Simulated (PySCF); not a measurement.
C₄H₅, doublet (typed; the unrestricted solution is spin-contaminated), at a GFN2-xTB geometry; MP2/def2-SVPD run with PySCF.

Here is a job for PySCF.
```python
from pyscf import gto, scf, mp

mol = gto.Mole()
mol.atom = '''
    C    -0.02205061   -0.68473402    0.84115130
    C    -0.00826608    0.63490979    0.88350398
    C     0.00201276   -0.84177276   -0.65304234
    C     0.01874293    0.70825289   -0.63453241
    H    -0.01290424    1.39550575    1.63691836
    H    -0.88690102   -1.29361008   -1.08611356
    H     0.89519009   -1.31321238   -1.05535354
    H     0.92842902    1.14581919   -1.04347686
    H    -0.86644785    1.16556213   -1.07445758
'''
mol.basis = 'def2-svpd'
mol.spin = 1
mol.verbose = 4
mol.build()

mf = scf.UHF(mol)
mf.kernel()

pt = mp.MP2(mf)
pt.kernel()
print('E(MP2) = %.10f' % pt.e_tot)
```

Output, abridged:

```
PySCF version 2.14.0

[INPUT] verbose = 4
[INPUT] num. atoms = 9
[INPUT] num. electrons = 29
[INPUT] charge = 0
[INPUT] spin (= nelec alpha-beta = 2S) = 1
[INPUT] symmetry False subgroup None
[INPUT] Mole.unit = angstrom
[INPUT] Symbol           X                Y                Z      unit          X                Y                Z       unit  Magmom
[INPUT]  1 C     -0.022050610000  -0.684734020000   0.841151300000 AA   -0.041669613780  -1.293959765972   1.589545586322 Bohr   0.0
[INPUT]  2 C     -0.008266080000   0.634909790000   0.883503980000 AA   -0.015620627324   1.199805616905   1.669580552163 Bohr   0.0
[INPUT]  3 C      0.002012760000  -0.841772760000  -0.653042340000 AA    0.003803565154  -1.590719975519  -1.234071170345 Bohr   0.0
[INPUT]  4 C      0.018742930000   0.708252890000  -0.634532410000 AA    0.035419004472   1.338403989032  -1.199092472060 Bohr   0.0
[INPUT]  5 H     -0.012904240000   1.395505750000   1.636918360000 AA   -0.024385479446   2.637123672756   3.093327388672 Bohr   0.0
[INPUT]  6 H     -0.886901020000  -1.293610080000  -1.086113560000 AA   -1.676000027397  -2.444568763177  -2.052457168576 Bohr   0.0
[INPUT]  7 H      0.895190090000  -1.313212380000  -1.055353540000 AA    1.691664099525  -2.481611741588  -1.994329155190 Bohr   0.0
[INPUT]  8 H      0.928429020000   1.145819190000  -1.043476860000 AA    1.754476573898   2.165284457371  -1.971885482721 Bohr   0.0
[INPUT]  9 H     -0.866447850000   1.165562130000  -1.074457580000 AA   -1.637349137718   2.202593206865  -2.030430558663 Bohr   0.0

nuclear repulsion = 106.576406971419
number of shells = 52
number of NR pGTOs = 170
number of NR cGTOs = 120
basis = def2-svpd
ecp = {}

******** <class 'pyscf.scf.uhf.UHF'> ********
method = UHF
initial guess = minao
damping factor = 0
level_shift factor = 0
DIIS = <class 'pyscf.scf.diis.CDIIS'>
diis_start_cycle = 1
diis_space = 8
diis_damp = 0
SCF conv_tol = 1e-09
SCF conv_tol_grad = None
SCF max_cycles = 50
direct_scf = True
direct_scf_tol = 1e-13
number electrons alpha = 15  beta = 14
Set gradient conv threshold to 3.16228e-05
init E= -155.052166355928

cycle= 1 E= -154.068129912375  delta_E= 0.984  |g|= 0.263  |ddm|= 2.73
cycle= 2 E= -154.126403608733  delta_E= -0.0583  |g|= 0.113  |ddm|= 0.725
cycle= 3 E= -154.136219962658  delta_E= -0.00982  |g|= 0.0488  |ddm|= 0.373
cycle= 4 E= -154.139633885996  delta_E= -0.00341  |g|= 0.0213  |ddm|= 0.206
cycle= 5 E= -154.140887773498  delta_E= -0.00125  |g|= 0.0145  |ddm|= 0.113
cycle= 6 E= -154.141526470417  delta_E= -0.000639  |g|= 0.0115  |ddm|= 0.0567
cycle= 7 E= -154.142118464221  delta_E= -0.000592  |g|= 0.0104  |ddm|= 0.0572
cycle= 8 E= -154.143103531824  delta_E= -0.000985  |g|= 0.00871  |ddm|= 0.109
cycle= 9 E= -154.144439109391  delta_E= -0.00134  |g|= 0.00294  |ddm|= 0.262
cycle= 10 E= -154.144440153487  delta_E= -1.04e-06  |g|= 0.00178  |ddm|= 0.0148
cycle= 11 E= -154.144466360735  delta_E= -2.62e-05  |g|= 0.000576  |ddm|= 0.0374
cycle= 12 E= -154.14446578931  delta_E= 5.71e-07  |g|= 0.000448  |ddm|= 0.00939
cycle= 13 E= -154.144467110414  delta_E= -1.32e-06  |g|= 0.000138  |ddm|= 0.0097
cycle= 14 E= -154.144467186915  delta_E= -7.65e-08  |g|= 4.2e-05  |ddm|= 0.00201
cycle= 15 E= -154.14446719031  delta_E= -3.4e-09  |g|= 2.12e-05  |ddm|= 0.000467
cycle= 16 E= -154.14446719134  delta_E= -1.03e-09  |g|= 1.02e-05  |ddm|= 0.00033
cycle= 17 E= -154.144467191767  delta_E= -4.26e-10  |g|= 3.55e-06  |ddm|= 0.000116
Extra cycle  E= -154.144467191784  delta_E= -1.73e-11  |g|= 2.26e-06  |ddm|= 9.05e-06
converged SCF energy = -154.144467191784  <S^2> = 0.93962243  2S+1 = 2.1813963

******** <class 'pyscf.mp.ump2.UMP2'> ********
nocc = (np.int64(15), np.int64(14)), nmo = (120, 120)
E(UMP2) = -154.675652883887  E_corr = -0.531185692103163
E(SCS-UMP2) = -154.667954214072  E_corr = -0.523487022288201
E_corr(same-spin) = -0.131464394117994
E_corr(oppo-spin) = -0.399721297985169
E(MP2) = -154.6756528839
```
